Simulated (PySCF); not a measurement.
## Calculated data, B$_{3}$GeH$_{6}$, BGeH$_{2}$NO, CH$_{5}$BGeN, CH$_{6}$AlGeN

Calculation on a computer-drawn molecule: the log of a Hartree-Fock and frozen-core CCSD(T) single point meant for a local Hartree-Fock minimum, with one planted fault or none, to be diagnosed. Offsets are logged minus clean, where the clean run is the same molecule without the fault. The reference is restricted for singlets and unrestricted otherwise, and also for a bond in bohr or an excited solution. Adding or removing an electron swaps singlet and doublet. The excited solution moves the top pair (singlet) or top alpha electron (doublet) to the lowest empty orbital. Highest occupied and lowest empty are orbital energies over both spins, largest force is the largest gradient component, triples share is (T) over the correlation energy, the T1 limit is 0.02 restricted and 0.045 unrestricted, electrons count all cores, a negative frequency is imaginary (commonest isotopes), and the dipole is about the centre of nuclear charge; on germanium a core potential holds 10 electrons, which the energies leave out, and 3d is frozen in MP2 and coupled-cluster steps. Program: PySCF 2.14.0.

Common to all runs: meant charge 0; meant basis and core potential on germanium cc-pVDZ-PP ECP10MDF; logged SCF converged yes; possible faults no fault, one electron removed, one electron added, multiplicity raised by two, geometry at a saddle point, SCF held on an excited solution, minimal basis STO-3G, one bond length entered in bohr, all coordinates scaled.

(1) B$_{3}$GeH$_{6}$

Logged structure:
```xyz
10
B3GeH6
B      1.4473    -0.7291    -2.4533
Ge    -0.0461    -0.2095    -1.1028
B      0.7035    -0.1971     0.8587
B      0.3808    -1.4256     1.9414
H      2.5985    -0.4095    -2.5267
H     -1.2661    -1.1274    -1.2732
H     -0.4909     1.2120    -1.4974
H      1.4092     0.7366     1.1318
H      1.0566    -2.4208     1.9866
H     -0.5620    -1.3703     2.6872
```

```
meant multiplicity                : 2
meant basis                       : cc-pVDZ
logged electrons                  : 53
logged basis functions            : 95
logged spin squared               : 0.7895
logged highest occupied           : -7.8774 eV
logged lowest empty               : 0.071205 eV
logged largest force              : 0.036271 hartree/bohr
logged dipole magnitude           : 0.47202 debye
logged SCF stable within its kind : no
logged energy HF                  : -370.75138 hartree
planted fault                     : SCF held on an excited solution
HF energy offset from clean run   : 21.02 kcal/mol
```

Drawn bonds:
```tsv
atom	other atom	order
1	2	1
2	3	1
3	4	1
1	5	1
2	6	1
2	7	1
3	8	1
4	9	1
4	10	1
```

Notes: coupled-cluster numbers left out as unreliable.

(2) BGeH$_{2}$NO

Logged structure:
```xyz
6
BGeH2NO
O     -1.5532     1.3233     0.0568
B     -0.6733     0.5500    -0.1873
N      0.3534    -0.3473    -0.4723
Ge     2.0805     0.0505    -1.0605
H      0.1245    -1.3165    -0.3418
H      1.8209     1.6097    -1.0649
```

```
meant multiplicity                : 1
meant basis                       : cc-pVDZ
logged electrons                  : 54
logged basis functions            : 75
logged spin squared               : 0
logged highest occupied           : -6.2241 eV
logged lowest empty               : -3.8946 eV
logged largest force              : 0.055799 hartree/bohr
logged CC converged               : no
logged dipole magnitude           : 5.5241 debye
logged SCF stable within its kind : no
logged energy HF                  : -448.32981 hartree
planted fault                     : SCF held on an excited solution
HF energy offset from clean run   : 187 kcal/mol
```

Drawn bonds:
```tsv
atom	other atom	order
1	2	2
2	3	1
3	4	1
3	5	1
4	6	1
```

Notes: CCSD not converged.

(3) CH$_{5}$BGeN

Logged structure:
```xyz
9
CH5BGeN
N     -1.5852    -0.0236    -1.3815
B     -0.4559    -0.0329    -0.8850
C      0.9206    -0.0599    -0.2488
Ge     1.3501    -0.8745     1.4713
H     -2.4817    -0.0113    -1.7872
H      1.7367     0.4121    -0.7900
H      0.0945    -1.4997     2.0785
H      2.4193    -1.9525     1.2675
H      1.9033     0.1979     2.4152
```

```
meant multiplicity                   : 2
meant basis                          : cc-pVDZ
logged electrons                     : 55
logged basis functions               : 90
logged spin squared                  : 0.7814
logged highest occupied              : -10.291 eV
logged lowest empty                  : 1.5649 eV
logged largest force                 : 2.541e-05 hartree/bohr
logged lowest frequency              : 43.649 cm⁻¹
logged T1 diagnostic                 : 0.018456
logged D1 diagnostic                 : 0.073554
logged triples share                 : 0.032295
logged CC converged                  : yes
logged dipole magnitude              : 0.61431 debye
logged SCF stable within its kind    : yes
logged energy HF                     : -413.26858 hartree
logged energy CCSD(T)                : -413.78193 hartree
planted fault                        : no fault
HF energy offset from clean run      : 0 kcal/mol
CCSD(T) energy offset from clean run : 0 kcal/mol
```

Drawn bonds:
```tsv
atom	other atom	order
1	2	2
2	3	1
3	4	1
1	5	1
3	6	1
4	7	1
4	8	1
4	9	1
```

(4) CH$_{6}$AlGeN

Logged structure:
```xyz
10
CH6AlGeN
N      0.9482    -0.3342     1.7233
Ge    -0.6246    -0.2692     0.8593
C     -1.0144    -1.0364    -0.6975
Al    -2.7557    -0.9224    -1.4398
H      1.7740    -0.6527     1.2539
H      1.1567     0.3217     2.4510
H     -1.5894     0.5225     1.7260
H     -0.1889    -1.5617    -1.1741
H     -3.8710    -0.1218    -0.6384
H     -3.4592    -2.1880    -4.0625
```

```
meant multiplicity                : 1
meant basis                       : cc-pV(D+d)Z
logged electrons                  : 64
logged basis functions            : 104
logged spin squared               : 0.7783
logged highest occupied           : -7.4143 eV
logged lowest empty               : 1.4304 eV
logged largest force              : 0.010353 hartree/bohr
logged T1 diagnostic              : 0.055045
logged D1 diagnostic              : 0.26639
logged triples share              : 0.037198
logged CC converged               : yes
logged dipole magnitude           : 4.8675 debye
logged SCF stable within its kind : yes
logged energy HF                  : -630.96681 hartree
logged energy CCSD(T)             : -631.49175 hartree
```

Drawn bonds:
```tsv
atom	other atom	order
1	2	1
2	3	2
3	4	1
1	5	1
1	6	1
2	7	1
3	8	1
4	9	1
4	10	1
```

Notes: T1 above single-reference limit.

Question: Give the missing planted fault for CH$_{6}$AlGeN (entry 4).
Answer: one bond length entered in bohr, row 9 of the drawn bonds

Further results for CH$_{6}$AlGeN (entry 4):

```
HF energy offset from clean run      : 62.9 kcal/mol
CCSD(T) energy offset from clean run : 67.39 kcal/mol
```
